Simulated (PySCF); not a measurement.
Compound: C₉H₉P.
Cartesian coordinates in Å at the PBE0-D3(BJ)/def2-SVP level; atoms count from 1:
```
atom  x, y, z in Å
C1    -3.2959    1.8125    1.0140
C2    -2.2061    1.3048    0.8365
C3    -0.9227    0.7160    0.6439
P4     0.2124    0.8976    1.9689
C5     1.5874    0.0683    1.3304
C6     1.6803   -0.5540    0.0844
C7     2.9434   -1.2697   -0.3080
C8     0.5979   -0.5473   -0.8048
C9    -0.6442    0.0439   -0.5679
C10   -1.7101   -0.0320   -1.6222
H11   -4.2587    2.2593    1.1779
H12    2.4687    0.0358    1.9817
H13    2.8727   -2.3418   -0.0586
H14    3.1297   -1.1980   -1.3895
H15    3.8170   -0.8656    0.2222
H16    0.7348   -1.0462   -1.7692
H17   -1.3594   -0.5762   -2.5094
H18   -2.6091   -0.5351   -1.2334
H19   -2.0287    0.9759   -1.9306
```

Level: PBE0/pcSseg-1 in PySCF, non-relativistic, on one gas-phase PBE0-D3(BJ)/def2-SVP geometry that isn't relaxed in the solvent. The solvent is an IEF-PCM continuum (cavity from Bondi-type radii × 1.2). Specific hydrogen bonds and non-electrostatic terms are outside this model.

Gas phase at PBE0/pcSseg-1: HOMO -6.67 eV, LUMO -1.76 eV, dipole 2.39 D.

**Question.** What does the continuum do to the energy, the frontier levels and the dipole at PBE0/pcSseg-1 in cyclohexane and dimethylsulfoxide?

**Answer.** 
```tsv
solvent	ε	E(solvent) − E(gas) (kcal/mol)	polarisation term (kcal/mol)	distortion of the solute (kcal/mol)	HOMO (eV)	LUMO (eV)	dipole (D)
cyclohexane	2.017	-1.87	-2.01	0.14	-6.70	-1.78	2.80
dimethylsulfoxide	46.83	-5.06	-6.13	1.07	-6.81	-1.89	3.57
```

The first energy column is the sum of the next two and covers electrostatics alone. From cyclohexane to dimethylsulfoxide the lowering changes by a factor 2.70, Onsager's factor (ε − 1)/(2ε + 1) by 2.40 and ε itself by 23.2.

**Question.** Which radius a makes the point-dipole formula ΔE = −[(ε − 1)/(2ε + 1)]·μ²/a³ give the value in dimethylsulfoxide, with the gas-phase dipole?

**Answer.** μ = 0.939 au and |ΔE| = 0.00806 Eh give a = 1.99 Å; the farthest nucleus lies 5.07 Å from the centroid of the nuclei, so such a sphere wouldn't even hold the nuclei. The formula assumes a rigid point dipole at the centre of a sphere.

**Question.** Give the dipole vector in the frame of the coordinates (D, pointing from negative to positive charge), gas and dimethylsulfoxide.

**Answer.** Gas (0.74, -1.26, -1.89), solvent (1.28, -1.89, -2.74). Its length changes by +49 % and its direction by 3°.

**Question.** Which IAO charges (PBE0/pcSseg-1) respond most in cyclohexane (means over atoms taken as equivalent)?

**Answer.** 
| atoms | environment | gas (e) | solvent (e) | change |
| --- | --- | --- | --- | --- |
| P4 | phosphorus bonded to 2 C | +0.402 | +0.388 | -0.014 |
| H11 | alkyne hydrogen | +0.203 | +0.210 | +0.007 |
| H16 | aromatic hydrogen | +0.141 | +0.147 | +0.006 |
| C1 | terminal alkyne carbon | -0.238 | -0.244 | -0.006 |
| H12 | aromatic hydrogen | +0.156 | +0.162 | +0.006 |
| C2 | alkyne carbon | -0.028 | -0.033 | -0.005 |
| C3 | substituted aromatic carbon | -0.248 | -0.251 | -0.003 |
| H13/H14/H15 | methyl hydrogen | +0.151 | +0.154 | +0.003 |
| C7 | benzylic-type carbon | -0.417 | -0.420 | -0.003 |
| C10 | benzylic-type carbon | -0.418 | -0.420 | -0.002 |
| H17/H18/H19 | methyl hydrogen | +0.154 | +0.156 | +0.002 |
| C6 | substituted aromatic carbon | +0.040 | +0.041 | +0.001 |
